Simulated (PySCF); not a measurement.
C2H8BNPb.
Numbering: `[CH2:1]=[CH:2][BH:3][NH:4][PbH3:5]` (hydrogens: H6, H7 on C1; H8 on C2; H9 on B3; H10 on N4; H11, H12, H13 on Pb5)

Method: PBE0-D3(BJ)/def2-SVP geometry optimisation, gas phase, def2 core potentials past Kr in PySCF; density fitting, grid level 1; the optimiser is geomeTRIC in internal coordinates, started from a GFN2-xTB structure with every atom displaced at random (about 0.01 Å).

Step 0: E = -9608.8549 eV
```
atom  x, y, z in Å  |  force x, y, z in eV/Å
C1     -2.4430    0.8118    0.2928   -1.538   2.655  -0.396
C2     -1.9109   -0.3534    0.4919    1.775  -1.678  -0.067
B3     -0.4816   -0.7751    0.0373    0.912   1.609   0.403
N4      0.6003    0.1430    0.0702   -1.033  -0.389   0.003
Pb5     2.6325   -0.1371   -0.4996    0.213   0.023  -0.059
H6     -1.9425    1.6391   -0.2154    0.303   0.012  -0.142
H7     -3.4663    1.0678    0.5895   -0.070  -0.092   0.117
H8     -2.4929   -1.1004    0.9795   -0.794  -0.853   0.534
H9     -0.2426   -1.8627   -0.2971    0.170  -1.317  -0.443
H10     0.3870    1.0764    0.4054   -0.012   0.154   0.071
H11     2.8135   -1.7855   -0.9614   -0.059  -0.383  -0.103
H12     2.9891    0.9772   -1.7873   -0.024   0.184  -0.236
H13     3.5837    0.2715    0.8935    0.158   0.076   0.318
```

Step 1: E = -9609.0032 eV
```
atom  x, y, z in Å  |  force x, y, z in eV/Å
C1     -2.4295    0.8237    0.3015    0.109  -0.365   0.067
C2     -1.8961   -0.3933    0.5092   -0.237   0.141   0.112
B3     -0.4253   -0.7665    0.1105   -0.151  -0.103  -0.316
N4      0.5476    0.2246    0.0120    0.582  -0.087   0.031
Pb5     2.6355   -0.1199   -0.5204   -0.115   0.019   0.093
H6     -1.8466    1.6299   -0.1550    0.017   0.067  -0.046
H7     -3.4644    1.0638    0.5555   -0.109   0.047   0.015
H8     -2.5573   -1.1637    0.9398    0.105   0.098  -0.060
H9     -0.1487   -1.9171   -0.2042    0.029   0.139   0.121
H10     0.3162    1.1654    0.3207    0.011   0.008  -0.025
H11     2.6762   -1.8175   -1.0157   -0.020   0.251   0.064
H12     3.0527    1.0258   -1.8182   -0.094  -0.159   0.182
H13     3.5659    0.2173    0.9637   -0.129  -0.055  -0.240
```

Q: Estimate the geometry and energy of step 2. (The exact step hangs on the optimiser's Hessian estimate; all steps are aligned on step 1, rigid shifts and turns removed.)

A: E = -9609.0197 eV, largest force 0.333 eV/Å
```
atom  x, y, z in Å  |  force x, y, z in eV/Å
C1     -2.5169    0.8043    0.3087    0.109  -0.035  -0.040
C2     -1.8906   -0.3670    0.4974    0.010   0.158   0.097
B3     -0.4012   -0.6822    0.1009   -0.068  -0.201  -0.257
N4      0.6129    0.2717    0.0066   -0.115   0.092   0.201
Pb5     2.6609   -0.1569   -0.5140    0.044  -0.026   0.010
H6     -2.0067    1.6615   -0.1470    0.011   0.023   0.006
H7     -3.5679    0.9611    0.5744   -0.010   0.003  -0.014
H8     -2.5014   -1.1761    0.9216    0.079  -0.044   0.005
H9     -0.1153   -1.8293   -0.1983   -0.001  -0.026   0.047
H10     0.4193    1.2231    0.3086   -0.021   0.039  -0.038
H11     2.6254   -1.8363   -1.0027   -0.005   0.025   0.000
H12     3.1057    0.9576   -1.8029   -0.026  -0.003   0.010
H13     3.6023    0.1409    0.9461   -0.007  -0.004  -0.027
```

The energy changes by -0.0165 eV. The first-order estimate −F·Δx gives -0.0573 eV and the mean of the old and new forces, exact on a quadratic surface, -0.0176 eV. The step makes an angle of 81° with the force vector and moves no atom by more than 0.163 Å.

What follows is the cost of the whole optimisation. The run took 49 s of wall time on AMD EPYC 9R14, one thread (shared host), and the process peaked at 0.52 GiB of memory.
